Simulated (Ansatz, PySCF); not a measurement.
The pair A = C2H6 (SMILES CC) (first 8 atoms), B = C2H6O (SMILES COC); geometry from B3LYP-D3(BJ)/def2-TZVP.
(charge 0, multiplicity 1):
```
atom    x (Å)    y (Å)    z (Å)
----  -------  -------  -------
C     -0.3239   0.7615   0.0300
C      0.1725  -0.6803  -0.0351
H     -1.3851   0.8256  -0.2208
H      0.2178   1.3972  -0.6736
H     -0.1888   1.1746   1.0301
H     -0.3752  -1.3199   0.6602
H      1.2313  -0.7461   0.2239
H      0.0506  -1.1033  -1.0346
C      1.1772  -0.3383   3.6993
O      0.1022   0.5568   3.5189
C     -1.1521  -0.0592   3.7064
H      1.1248  -1.1746   2.9907
H      1.1918  -0.7452   4.7190
H      2.0969   0.2181   3.5250
H     -1.3048  -0.8819   2.9959
H     -1.9160   0.6988   3.5408
H     -1.2548  -0.4562   4.7249
```

Correlated levels freeze the cores. MP2 and its Hartree–Fock in aug-cc-pVTZ are density fitted. Rows in 6-31G* carry no dispersion term and start afresh at each structure (6-31G* with six Cartesian d functions).

The values were computed with Ansatz (Gaussian orbitals); PySCF for 6-31G* rows. Values without a source in brackets are computed.

Total energies (hartree), monomers frozen at their geometry in the pair:

```tsv
structure	PBE/def2-TZVPPD	B3LYP/6-31G*	MP2/aug-cc-pVTZ
AB	-234.6250270	-234.8564119	-234.3761214
A in the pair's basis	-79.7328326	-79.8306536	-79.6355343
B in the pair's basis	-154.8917131	-155.0267344	-154.7380958
A	-79.7327951	-79.8303155	-79.6352136
B	-154.8916390	-155.0249277	-154.7375475
```

Q: Work out the interaction energy without and with the counterpoise correction, and the superposition error, for each level.

A: 
E(AB) − E(A) − E(B), times 627.509 kcal/mol, with the monomers in their own basis and then in the pair's basis:
- PBE/def2-TZVPPD: -0.37 uncorrected, -0.30 corrected; the monomers gain 0.07 kcal/mol from borrowed functions
- B3LYP/6-31G*: -0.73 uncorrected, 0.61 corrected; the monomers gain 1.35 kcal/mol from borrowed functions
- MP2/aug-cc-pVTZ: -2.11 uncorrected, -1.56 corrected; the monomers gain 0.55 kcal/mol from borrowed functions

Ansatz is an electronic-structure program.
